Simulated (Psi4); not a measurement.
C$_{3}$H$_{7}$, charge -1, singlet, geometry from GFN2-xTB (a gas-phase anion, which may not be bound at this level); PBE/pcseg-1 (Psi4 1.11).

Here is a job for Psi4.
```
memory 2 GB

molecule mol {
-1 1
  C    -0.107805    0.000543    0.680041
  C    -0.021906    1.233441   -0.218470
  C    -0.006462   -1.234393   -0.214053
  H     0.843090    0.007604    1.300384
  H     0.012964    2.153589    0.381103
  H     0.039908   -2.151880    0.388809
  H     0.857628    1.285900   -0.921854
  H    -0.913313    1.303024   -0.860491
  H    -0.896914   -1.317425   -0.855800
  H     0.873675   -1.278357   -0.917264
symmetry c1
}

set basis pcseg-1
set reference rks

energy('pbe')
print_variables()
```

It wrote (shortened):

```
   => Loading Basis Set <=

    Name: PCSEG-1
    Role: ORBITAL
    Keyword: BASIS

         ---------------------------------------------------------
                                   SCF
               by Justin Turney, Rob Parrish, Andy Simmonett
                          and Daniel G. A. Smith
                              RKS Reference
         ---------------------------------------------------------

  ==> Geometry <==

    Molecular point group: c1
    Full point group: C1

    Geometry (in Angstrom), charge = -1, multiplicity = 1:

       Center              X                  Y                   Z               Mass
    ------------   -----------------  -----------------  -----------------  -----------------
         C           -0.088976782989     0.000599527749     0.645817573326    12.000000000000
         C           -0.003077782989     1.233497527749    -0.252693426674    12.000000000000
         C            0.012366217011    -1.234336472251    -0.248276426674    12.000000000000
         H            0.861918217011     0.007660527749     1.266160573326     1.007825032230
         H            0.031792217011     2.153645527749     0.346879573326     1.007825032230
         H            0.058736217011    -2.151823472251     0.354585573326     1.007825032230
         H            0.876456217011     1.285956527749    -0.956077426674     1.007825032230
         H           -0.894484782989     1.303080527749    -0.894714426674     1.007825032230
         H           -0.878085782989    -1.317368472251    -0.890023426674     1.007825032230
         H            0.892503217011    -1.278300472251    -0.951487426674     1.007825032230

  Running in c1 symmetry.

  Rotational constants: A =      1.06546  B =      0.29755  C =      0.26143 [cm^-1]
  Rotational constants: A =  31941.71951  B =   8920.33493  C =   7837.32816 [MHz]
  Nuclear repulsion =   75.089002762638600

  Charge       = -1
  Multiplicity = 1
  Electrons    = 26
  Nalpha       = 13
  Nbeta        = 13

  ==> Algorithm <==

  SCF Algorithm Type is DF.
  DIIS enabled.
  MOM disabled.
  Fractional occupation disabled.
  Guess Type is SAD.
  Energy threshold   = 1.00e-06
  Density threshold  = 1.00e-06
  Integral threshold = 1.00e-12

  ==> Primary Basis <==

  Basis Set: PCSEG-1
    Blend: PCSEG-1
    Number of shells: 39
    Number of basis functions: 77
    Number of Cartesian functions: 80
    Spherical Harmonics?: true
    Max angular momentum: 2

  ==> DFT Potential <==

   => LibXC <=

    Version 7.1.2
    S. Lehtola, C. Steigemann, M. J. T. Oliveira, and M. A. L. Marques,  SoftwareX 7, 1–5 (2018) (10.1016/j.softx.2017.11.002)

   => Composite Functional: PBE <=

    PBE GGA Exchange-Correlation Functional

    J.P. Perdew et. al., Phys. Rev. Lett., 77(18), 3865-3868, 1996

    Deriv               =              1
    GGA                 =           TRUE
    Meta                =          FALSE

    Exchange Hybrid     =          FALSE
    MP2 Hybrid          =          FALSE

   => Exchange Functionals <=

    1.0000     XC_GGA_X_PBE

   => Correlation Functionals <=

    1.0000     XC_GGA_C_PBE

   => LibXC Density Thresholds  <==

    XC_GGA_C_PBE:  1.00E-12
    XC_GGA_X_PBE:  1.00E-15

   => Molecular Quadrature <=

    Radial Scheme          =       TREUTLER
    Pruning Scheme         =           NONE
    Nuclear Scheme         =       TREUTLER

    Blocking Scheme        =         OCTREE
    BS radius alpha        =              1
    Pruning alpha          =              1
    Radial Points          =             75
    Spherical Points       =            302
    Total Points           =         215403
    Total Blocks           =           1650
    Max Points             =            256
    Max Functions          =             77
    Weights Tolerance      =       1.00E-15

   => Loading Basis Set <=

    Name: (PCSEG-1 AUX)
    Role: JKFIT
    Keyword: DF_BASIS_SCF

  ==> Integral Setup <==

[...]
  Using in-core AOs.

  ==> MemDFJK: Density-Fitted J/K Matrices <==

    J tasked:                   Yes
    K tasked:                    No
    wK tasked:                   No
    Algorithm:                 Core
    Schwarz Cutoff:           1E-12
    Mask sparsity (%):       0.5397
    Fitting Condition:        1E-10

   => Auxiliary Basis Set <=

  Basis Set: (PCSEG-1 AUX)
    Blend: DEF2-UNIVERSAL-JKFIT
    Number of shells: 117
    Number of basis functions: 351
    Number of Cartesian functions: 407
    Spherical Harmonics?: true
    Max angular momentum: 4

  Minimum eigenvalue in the overlap matrix is 6.6649262819E-03.
  Reciprocal condition number of the overlap matrix is 1.1122035140E-03.
    Using symmetric orthogonalization.

  ==> Pre-Iterations <==

  SCF Guess: Superposition of Atomic Densities via on-the-fly atomic UHF (no occupation information).

   -------------------------
    Irrep   Nso     Nmo
   -------------------------
     A         77      77
   -------------------------
    Total      77      77
   -------------------------

  ==> Iterations <==

                           Total Energy        Delta E     RMS |[F,P]|

   @DF-RKS iter SAD:  -117.62237398524425   -1.17622e+02   0.00000e+00
   @DF-RKS iter   1:  -117.36838748997428    2.53986e-01   1.57429e-02 ADIIS/DIIS
   @DF-RKS iter   2:  -113.52767522035978    3.84071e+00   3.05880e-02 ADIIS/DIIS
   @DF-RKS iter   3:  -118.17928412653977   -4.65161e+00   4.64626e-03 ADIIS/DIIS
   @DF-RKS iter   4:  -118.16565753639883    1.36266e-02   4.90817e-03 ADIIS/DIIS
   @DF-RKS iter   5:  -118.24845040010806   -8.27929e-02   4.80805e-04 ADIIS/DIIS
   @DF-RKS iter   6:  -118.24926945307874   -8.19053e-04   8.90325e-05 DIIS
   @DF-RKS iter   7:  -118.24929646124851   -2.70082e-05   2.07047e-05 DIIS
   @DF-RKS iter   8:  -118.24929806538429   -1.60414e-06   2.35002e-06 DIIS
   @DF-RKS iter   9:  -118.24929808544638   -2.00621e-08   4.88114e-07 DIIS
  Energy and wave function converged.

  ==> Post-Iterations <==

   Electrons on quadrature grid:
      Ntotal   =   25.9999754055 ; deviation = -2.459e-05

    Orbital Energies [Eh]
    ---------------------

    Doubly Occupied:

[...]
      13A      0.121530

    Virtual:

[...]
      77A      3.450730

    Final Occupation by Irrep:
              A
    DOCC [    13 ]
    NA   [    13 ]
    NB   [    13 ]

  @DF-RKS Final Energy:  -118.24929808544638

   => Energetics <=

    Nuclear Repulsion Energy =             75.0890027626386001
    One-Electron Energy =                -312.0161333048738470
    Two-Electron Energy =                 137.5332401560067979
    DFT Exchange-Correlation Energy =     -18.8554076992179276
    Empirical Dispersion Energy =           0.0000000000000000
    VV10 Nonlocal Energy =                  0.0000000000000000
    Total Energy =                       -118.2492980854463838

Computation Completed

Properties will be evaluated at   0.000000,   0.000000,   0.000000 [a0]

Properties computed using the SCF density matrix

 Multipole Moments:

 ------------------------------------------------------------------------------------
     Multipole            Electronic (a.u.)      Nuclear  (a.u.)        Total (a.u.)
 ------------------------------------------------------------------------------------

 L = 1.  Multiply by 2.5417464519 to convert [e a0] to [Debye]
 Dipole X            :         -0.7440391            0.8895043            0.1454652
 Dipole Y            :         -0.0027675            0.0026724           -0.0000950
 Dipole Z            :          1.0558805           -1.6168320           -0.5609515
 Magnitude           :                                                    0.5795056

 ------------------------------------------------------------------------------------

  Variable Map:
  ----------------------------------------------------------------------------
[...]
  Array Variable Map:
  ----------------------------------------------------------------------------
[...]
[...]
```
